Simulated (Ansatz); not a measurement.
Ligand exchange: InH2I + BH(CH3)(OH) → InH2(OH) + BH(CH3)I

Gas-phase species: InH2I `[InH2][I]`, singlet; BH(CH3)(OH), singlet; InH2(OH), singlet; BH(CH3)I, singlet. The partners trade I for OH: In–I and B–OH bonds give way to In–OH and B–I.

Shapes, held fixed at every level: PBE0-D4/def2-TZVP. Flexible molecules stand in one conformer, not always the lowest. Programs: Ansatz 0.2.0. The zero-point and thermal change to 298 K, harmonic and unscaled (PBE0-D4/def2-TZVP), is -6.5 kJ/mol.

```
              level                    kind  ΔH(298 K) (kJ/mol)  less CCSD(T)/def2-TZVPP
      HF/def2-TZVPP            Hartree–Fock              +209.7                    +35.0
B3LYP-D4/def2-TZVPP           global hybrid              +181.9                     +7.2
 wB97M-V/def2-TZVPP  range-separated hybrid              +184.5                     +9.8
 wB97X-V/def2-TZVPP  range-separated hybrid              +180.7                     +6.0
  B2PLYP/def2-TZVPP           double hybrid              +180.1                     +5.4
       MP2/def2-SVP     perturbation theory              +206.0                    +31.3
   CCSD(T)/def2-SVP   coupled cluster or CI              +206.7                    +32.0
 CCSD(T)/def2-TZVPP   coupled cluster or CI              +174.7                      0.0
```

The highest level, CCSD(T)/def2-TZVPP, gives ΔH(298 K) = +174.7 kJ/mol; the levels span +174.7 to +209.7. The column of differences is taken from that level and isn't an error. No measured value is set beside it here. For atoms past krypton def2 sets carry core potentials with scalar relativity. Outer-core shells of I, In are correlated, in sets that cover them unevenly. CCSD(T)/def2-TZVPP lies outside the range of the other correlated levels here, so it shouldn't be taken on trust.
